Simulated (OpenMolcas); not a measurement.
**O²⁺: RASPT2 settings compared**

* Program: OpenMolcas
* Basis: ANO-L-VDZP [3s2p1d]
* Scalar Hamiltonian: non-relativistic, point nucleus
* Active space: 4 electrons in 9 orbitals (RAS2 2s 2p; RAS3 3d, at most 2 electrons)
* State averaging: 2S+1 = 3 even, 3 roots; 2S+1 = 1 even, 6 roots kept (CI in the orbitals of an earlier block); 2S+1 = 5 odd, 1 root; 2S+1 = 3 odd, 8 roots kept (CI in the orbitals of an earlier block)
* Spin-orbit coupling: state interaction with AMFI integrals over the reference wave functions, term energies averaged over their components

Methods on the same reference wave functions:
A. RASSCF
B. SS-RASPT2, IPEA 0.2 Eh, sigma1 regulariser 0.3 Eh (closed shells correlated: 1s)
C. SS-RASPT2, IPEA 0.6 Eh, no level shift (closed shells correlated: 1s)
D. SS-RASPT2, IPEA 0.3 Eh, imaginary shift 0.4 Eh (closed shells correlated: none)

Energies in cm⁻¹ above 2s² 2p² ³P₀, the measured ground level; measured values from Moore, Selected Tables of Atomic Spectra, NSRDS-NBS 3, section 11.

```csv
Level,A,B,C,D,Measured
2s² 2p² ³P₀,0.0,0.0,0.0,0.0,0.0
2s² 2p² ³P₁,102,103,103,103,113
2s² 2p² ³P₂,303,303,303,303,
2s² 2p² ¹D₂,22113,22177,22173,22174,20273
2s² 2p² ¹S₀,46721,45826,45873,45880,43186
2s 2p³ ⁵S°₂,57104,57654,57657,57738,60325
2s 2p³ ³D°₁,121249,120888,120917,121008,
2s 2p³ ³D°₂,121249,120888,120917,121008,
2s 2p³ ³D°₃,121252,120890,120920,121010,
2s 2p³ ³P°₀,146377,144660,144753,144888,
2s 2p³ ³P°₁,146378,144661,144754,144889,
2s 2p³ ³P°₂,146379,144662,144755,144890,
```

Deviations, from unrounded energies. A percentage is the sum of absolute deviations over the sum of measured energies, with the sign that they share, or ± where signs differ.

```json
{"Against measurement": "mean absolute deviation (cm-1)", "Levels": "4", "A": "2200", "B": "1800", "C": "1800", "D": "1800"}
{"Against measurement": "fine structure of the ground term (%)", "Levels": "1", "A": "-9.5", "B": "-9.4", "C": "-9.4", "D": "-9.4"}
{"Against measurement": "other terms of the ground configuration (%)", "Levels": "2", "A": "+8.5", "B": "+7.2", "C": "+7.2", "D": "+7.2"}
{"Against measurement": "other configurations (%)", "Levels": "1", "A": "-5.3", "B": "-4.4", "C": "-4.4", "D": "-4.3"}
```

B, C, D lie about equally close to measurement and A furthest from it. The largest miss of D in the table is 2s² 2p² ¹S₀, by +2700 cm-1. The ranking rests on the paired levels alone, and a cruder setting can come out closer through cancelling errors.

Among B to D the level of the table that moves most is 2s 2p³ ³P°₀, by 230 cm-1 (lowest in B, highest in D).

From A to B the spin-free energies of the other terms of 2s² 2p² shown, above ³P, scale by factors of 0.98 to 1.00.

The lowest spin-free term lies below A's lowest term by 0.006 hartree in B, 0.005 hartree in C, 0.005 hartree in D.

Terms from blocks run as CI alone lack orbitals of their own. Active for correlation alone: 3d; no level in the range computed is led by a configuration that fills it, so any true level of that kind is missing. Measured partners are found by configuration, term and J. A level has none where our copy of the source lacks it or the pairing is in doubt (some pairs that miss far off the trend of their configuration count as doubtful), and it then counts in no deviation. Levels of configurations outside the active space are missing.

° marks odd parity.
